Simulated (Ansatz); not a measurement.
Consider the cleavage of the Si–Si bond: `O[SiH](F)[SiH3]` + `NBS` → `O[SiH](F)NBS` + SiH₄.

Calculated with Ansatz (gas phase, PBE0-D4/def2-TZVP geometries, no zero-point term in ΔE). CBS: MP2 limit from def2 TZ/QZ plus the TZ coupled-cluster correction, frozen cores. This one scheme is used for every species. Functionals use def2-TZVPP. Each species was taken in one conformer, which may not be the lowest.

```json
{"level": "BHLYP-D4", "ΔE (kJ/mol)": "-87.5"}
{"level": "B2PLYP", "ΔE (kJ/mol)": "-83.0"}
{"level": "CCSD/def2-TZVPP", "ΔE (kJ/mol)": "-87.1"}
{"level": "CCSD/CBS(def2)", "ΔE (kJ/mol)": "-84.0"}
```

Q: What does CCSD(T)/CBS give? (Estimate.)

A: Ansatz gave: -83.3 kJ/mol. The listed levels differ from it by -4.2, 0.3, -3.8, -0.7 kJ/mol.

Largest T1 diagnostic among the species: 0.013.

In def2-TZVPP, CCSD(T) changes the Hartree–Fock value by +9.2 kJ/mol (the triples alone add +0.8 kJ/mol) and MP2 by +3.1 kJ/mol. From BLYP to BHLYP (50 % exact exchange), in def2-TZVPP and without D4, ΔE moves by −16.3 kJ/mol.
